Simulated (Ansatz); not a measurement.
The same molecule with X = C, Si, Ge. Ansatz, PBE0-D4/def2-TZVP geometries, multiplicity 1.

Scalar relativity is left out up to krypton.

```tsv
X	molecule	mean X–O bond length / Å	HOMO–LUMO gap (PBE/def2-TZVPP) / eV	LUMO energy (PBE0/def2-TZVPP) / eV	HOMO energy (PBE/def2-TZVPP) / eV
Si	`[O+]#[Si-]`	1.509	4.63	-1.94	-7.40
Ge	`[O+]#[Ge-]`	1.622	4.33	-2.01	-7.13
```

Task: Give the row for X = C, `[C-]#[O+]`. (Estimate.)

Result: Computed: 
```csv
X,molecule,mean X–O bond length / Å,HOMO–LUMO gap (PBE/def2-TZVPP) / eV,LUMO energy (PBE0/def2-TZVPP) / eV,HOMO energy (PBE/def2-TZVPP) / eV
C,`[C-]#[O+]`,1.123,7.10,-0.62,-8.99
```

From C to Ge the mean X–O bond length rises at each step, by 0.499 Å in all; the HOMO–LUMO gap (PBE/def2-TZVPP) falls at each step, by 2.77 eV in all; the LUMO energy (PBE0/def2-TZVPP) falls at each step, by 1.39 eV in all; the HOMO energy (PBE/def2-TZVPP) rises at each step, by 1.86 eV in all. Bonds lengthen as the atom grows down the group.
